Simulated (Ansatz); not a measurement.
```yaml
atoms:
  - { symbol: Cr, position_ang: [0.0000, 0.0000, 0.0000] }
  - { symbol: Li, position_ang: [0.0000, 0.0000, 6.5000] }
```

Basis set: pcseg-2 (spherical functions). Some runs use density fitting. Charge 0, multiplicity 6.

Computed with Ansatz (development build ahead of 0.2.0); each method stands on the lowest determinant of its kind that the runs found.

**Question.** Give the atomization energy at this shape (free ground-state atoms in the same class of orbitals less the molecule, no zero-point energy) of sextet CrLi by PBE0 (unrestricted), PBE (unrestricted).

**Answer.**

| method | atomization energy |
| --- | --- |
| PBE0 (unrestricted) | 0.01 eV |
| PBE (unrestricted) | 0.01 eV |

Caution: charge can spread falsely over distant fragments; other spin multiplicities were not run; the shape is not the minimum; the unrestricted determinant is a mixture of spin states.
